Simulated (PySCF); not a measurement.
H₃NSe₂, singlet, geometry from GFN2-xTB; CASSCF(4,5)/STO-3G (PySCF).

The PySCF input:
```python
from pyscf import gto, scf, mcscf
import numpy

mol = gto.M(
    atom='''
Se    0.44777387    0.67555759    0.61423992
N     2.11799231    0.32882371   -0.05355650
H     2.22080366    0.57567365   -1.03172447
H     2.42204319   -0.62756101    0.09250373
Se   -0.99193772   -0.68766937   -0.58469030
H    -0.96722179   -1.83807801    0.30942890
''',
    basis='sto-3g',
    verbose=4,
)

mf = scf.RHF(mol)
mf.kernel()
mc = mcscf.CASSCF(mf, 5, 4)
mc.fix_spin_(ss=0.0)
mc.kernel()
occ = numpy.linalg.eigvalsh(mc.fcisolver.make_rdm1(mc.ci, mc.ncas, mc.nelecas))[::-1]
ss = mc.fcisolver.spin_square(mc.ci, mc.ncas, mc.nelecas)[0]
print('natural occupations', occ.round(4), ' <S^2>', round(ss, 4))
```

The log (banner, timings and long lists left out):

```
PySCF version 2.14.0

[INPUT] verbose = 4
[INPUT] num. atoms = 6
[INPUT] num. electrons = 78
[INPUT] charge = 0
[INPUT] spin (= nelec alpha-beta = 2S) = 0
[INPUT] symmetry False subgroup None
[INPUT] Mole.unit = angstrom
[INPUT] Symbol           X                Y                Z      unit          X                Y                Z       unit  Magmom
[...]
nuclear repulsion = 423.381812112661
number of shells = 22
number of NR pGTOs = 132
number of NR cGTOs = 44
basis = sto-3g
ecp = {}

******** <class 'pyscf.scf.hf.RHF'> ********
method = RHF
initial guess = minao
damping factor = 0
level_shift factor = 0
DIIS = <class 'pyscf.scf.diis.CDIIS'>
diis_start_cycle = 1
diis_space = 8
diis_damp = 0
SCF conv_tol = 1e-09
SCF conv_tol_grad = None
SCF max_cycles = 50
direct_scf = True
direct_scf_tol = 1e-13
Set gradient conv threshold to 3.16228e-05
Initial guess from minao.
init E= -4795.86131587696
[...]
cycle= 1 E= -4802.47253312508  delta_E= -6.61  |g|= 0.453  |ddm|=  3.3
[...]
cycle= 2 E= -4802.57608712612  delta_E= -0.104  |g|= 0.133  |ddm|= 1.07
[...]
cycle= 3 E= -4802.58253714445  delta_E= -0.00645  |g|= 0.0315  |ddm|= 0.222
[...]
cycle= 4 E= -4802.58328787044  delta_E= -0.000751  |g|= 0.00926  |ddm|= 0.0916
[...]
cycle= 5 E= -4802.58338644716  delta_E= -9.86e-05  |g|= 0.00239  |ddm|= 0.0424
[...]
cycle= 6 E= -4802.58339426829  delta_E= -7.82e-06  |g|= 0.000482  |ddm|= 0.013
[...]
cycle= 7 E= -4802.58339457069  delta_E= -3.02e-07  |g|= 9.22e-05  |ddm|= 0.0026
[...]
cycle= 8 E= -4802.58339457992  delta_E= -9.22e-09  |g|= 1.78e-05  |ddm|= 0.000413
[...]
cycle= 9 E= -4802.58339458023  delta_E= -3.15e-10  |g|= 2.78e-06  |ddm|= 7.53e-05
[...]
Extra cycle  E= -4802.58339458023  delta_E= 5.46e-12  |g|= 1.21e-06  |ddm|= 8.86e-06
converged SCF energy = -4802.58339458023

******** <class 'pyscf.mcscf.mc1step.CASSCF'> ********
CAS (2e+2e, 5o), ncore = 37, nvir = 2
max_cycle_macro = 50
max_cycle_micro = 4
conv_tol = 1e-07
conv_tol_grad = None
orbital rotation max_stepsize = 0.02
orbital rotation threshold for CI restart = 0.01
augmented hessian ah_max_cycle = 30
augmented hessian ah_conv_tol = 1e-12
augmented hessian ah_linear dependence = 1e-14
augmented hessian ah_level shift = 1e-08
augmented hessian ah_start_tol = 2.5
augmented hessian ah_start_cycle = 3
augmented hessian ah_grad_trust_region = 3
kf_trust_region = 3
kf_interval = 4
ci_response_space = 4
ci_grad_trust_region = 3
with_dep4 0
natorb = False
canonicalization = True
sorting_mo_energy = False
[...]
CASCI E = -4802.58709676903  S^2 = 0.0000000
[...]
macro iter   2 ( 21 JK    4 micro), CASSCF E = -4802.59264060426  dE = -3.13813183e-03  S^2 = 0.0000000
               |grad[o]|=0.00781  |grad[c]|=0.054  |ddm|=0.0144  |maxRot[o]|=0.111
macro iter   3 ( 21 JK    4 micro), CASSCF E = -4802.59628594521  dE = -3.64534095e-03  S^2 = 0.0000000
               |grad[o]|=0.00895  |grad[c]|=0.0342  |ddm|=0.0114  |maxRot[o]|=0.145
macro iter   4 ( 21 JK    4 micro), CASSCF E = -4802.60368652166  dE = -7.40057645e-03  S^2 = 0.0000000
               |grad[o]|=0.00788  |grad[c]|=0.0639  |ddm|=0.0824  |maxRot[o]|=0.279
macro iter   5 ( 21 JK    4 micro), CASSCF E = -4802.61136881127  dE = -7.68228961e-03  S^2 = 0.0000000
               |grad[o]|=0.016  |grad[c]|=0.0488  |ddm|=0.0149  |maxRot[o]|=0.234
macro iter   6 ( 21 JK    4 micro), CASSCF E = -4802.61547123581  dE = -4.10242454e-03  S^2 = 0.0000000
               |grad[o]|=0.0107  |grad[c]|=0.0158  |ddm|=0.00969  |maxRot[o]|= 0.17
macro iter   7 ( 19 JK    4 micro), CASSCF E = -4802.61585971460  dE = -3.88478785e-04  S^2 = 0.0000000
               |grad[o]|=0.00493  |grad[c]|=0.0111  |ddm|=0.00778  |maxRot[o]|=0.0496
macro iter   8 ( 16 JK    4 micro), CASSCF E = -4802.61607513870  dE = -2.15424096e-04  S^2 = 0.0000000
               |grad[o]|=0.00314  |grad[c]|=0.00493  |ddm|=0.00199  |maxRot[o]|=0.0426
macro iter   9 ( 13 JK    4 micro), CASSCF E = -4802.61618429543  dE = -1.09156733e-04  S^2 = 0.0000000
               |grad[o]|=0.00205  |grad[c]|=0.00267  |ddm|=0.00237  |maxRot[o]|=0.025
macro iter  10 ( 10 JK    3 micro), CASSCF E = -4802.61622527363  dE = -4.09782033e-05  S^2 = 0.0000000
               |grad[o]|=0.00113  |grad[c]|=0.000506  |ddm|=0.000793  |maxRot[o]|=0.0215
macro iter  11 (  7 JK    2 micro), CASSCF E = -4802.61622747673  dE = -2.20310085e-06  S^2 = 0.0000000
               |grad[o]|=0.000258  |grad[c]|=8.79e-05  |ddm|=0.000229  |maxRot[o]|=0.00541
macro iter  12 (  3 JK    1 micro), CASSCF E = -4802.61622749163  dE = -1.48929757e-08  S^2 = 0.0000000
               |grad[o]|=3.69e-05  |grad[c]|=3.8e-05  |ddm|=2.52e-05  |maxRot[o]|=0.0018
1-step CASSCF converged in  12 macro (194 JK  42 micro) steps
CASSCF canonicalization
Density matrix diagonal elements [1.96456980e+00 1.96225243e+00 3.92482510e-02 3.37038584e-02
 2.25661280e-04]
CASSCF energy = -4802.61622749163
CASCI E = -4802.61622749163  E(CI) = -3.72116831446874  S^2 = 0.0000000
natural occupations [1.9660e+00 1.9612e+00 4.0200e-02 3.2500e-02 1.0000e-04]  <S^2> 0.0
```
